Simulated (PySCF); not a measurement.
A calculated (MN15, PySCF 2.14, aug-cc-pVDZ-DK, scalar relativity by spin-free X2C-1e) atom or ion has these occupied shells.

```
shell  electrons  orbital energy (eV)  rms radius, mean of both spins (bohr)
   1s          2              -19.387                                   1.11
```

Problem. Name the element and its charge.

Solution. He (helium, neutral), in 1s2, closed-shell 1S.
